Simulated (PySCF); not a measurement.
Geometry:
| atom | x (Å) | y (Å) | z (Å) |
| --- | --- | --- | --- |
| C1 | 1.908 | 0.016 | -1.009 |
| O2 | 1.227 | 0.852 | -0.121 |
| C3 | 1.097 | 0.327 | 1.182 |
| Si4 | -0.204 | -1.062 | 1.258 |
| N5 | -1.438 | -0.564 | 0.143 |
| Si6 | -1.603 | 0.896 | -0.810 |
| H7 | 1.975 | 0.539 | -1.972 |
| H8 | 1.382 | -0.945 | -1.171 |
| H9 | 2.932 | -0.207 | -0.652 |
| H10 | 0.750 | 1.158 | 1.818 |
| H11 | 2.077 | 0.006 | 1.591 |
| H12 | 0.358 | -2.401 | 0.881 |
| H13 | -0.686 | -1.191 | 2.671 |
| H14 | -2.224 | -1.198 | 0.036 |
| H15 | -1.304 | 2.127 | -0.022 |
| H16 | -3.050 | 0.934 | -1.201 |
| H17 | -0.814 | 0.906 | -2.079 |

Geometry: PBE0-D3(BJ)/def2-SVP; GIAO shifts from PySCF, gas phase, non-relativistic, averaged over equivalent atoms.

At PBE0/pcSseg-1 (171 basis functions, 74 s wall time (61 s CPU) on 1 thread of an Intel Xeon, shared host):
| atoms | δ (ppm) |
| --- | --- |
| C3 | 59.2 |
| C1 | 58.0 |
| O2 | -4.0 |
| Si4 | -37.5 |
| Si6 | -52.5 |
| N5 | -8.2 |
| H12/H13 | 4.83 |
| H15/H16/H17 | 4.60 |
| H10/H11 | 3.60 |
| H7/H8/H9 | 3.31 |
| H14 | -0.72 |

Scale: $^{13}$C (σ = 184.41 ppm) and $^{29}$Si (σ = 351.99 ppm) and $^{1}$H (σ = 31.27 ppm) against TMS; $^{17}$O (σ = 334.56 ppm) vs H2O; $^{15}$N (σ = 265.67 ppm) against NH3 (reference shieldings calculated alike).

Problem. What do these become at wB97X-D/pcSseg-1?

Solution. 
```json
{"atoms": "C3", "δ at wB97X-D/pcSseg-1": "58.6", "change": "-0.6"}
{"atoms": "C1", "δ at wB97X-D/pcSseg-1": "58.3", "change": "+0.3"}
{"atoms": "O2", "δ at wB97X-D/pcSseg-1": "-9.6", "change": "-5.6"}
{"atoms": "Si4", "δ at wB97X-D/pcSseg-1": "-36.4", "change": "+1.1"}
{"atoms": "Si6", "δ at wB97X-D/pcSseg-1": "-52.2", "change": "+0.3"}
{"atoms": "N5", "δ at wB97X-D/pcSseg-1": "-9.4", "change": "-1.2"}
{"atoms": "H12/H13", "δ at wB97X-D/pcSseg-1": "4.72", "change": "-0.11"}
{"atoms": "H15/H16/H17", "δ at wB97X-D/pcSseg-1": "4.51", "change": "-0.09"}
{"atoms": "H10/H11", "δ at wB97X-D/pcSseg-1": "3.54", "change": "-0.06"}
{"atoms": "H7/H8/H9", "δ at wB97X-D/pcSseg-1": "3.31", "change": "+0.00"}
{"atoms": "H14", "δ at wB97X-D/pcSseg-1": "-0.71", "change": "+0.01"}
```

Scale: TMS for $^{13}$C (σ = 184.54 ppm), $^{29}$Si (σ = 352.93 ppm), $^{1}$H (σ = 31.38 ppm); $^{17}$O (σ = 333.19 ppm) against H2O; NH3 for $^{15}$N (σ = 263.98 ppm) (reference shieldings calculated alike).

The largest change is at O2 (ether oxygen). Cost: 171 basis functions, 78 s wall time on 1 thread of an Intel Xeon, shared host.

Experimental scales use liquid or dissolved standards, which lie at an offset from isolated NH3 (liquid NH3: subtract about 20 ppm) and H2O (liquid H2O: subtract about 36 ppm).
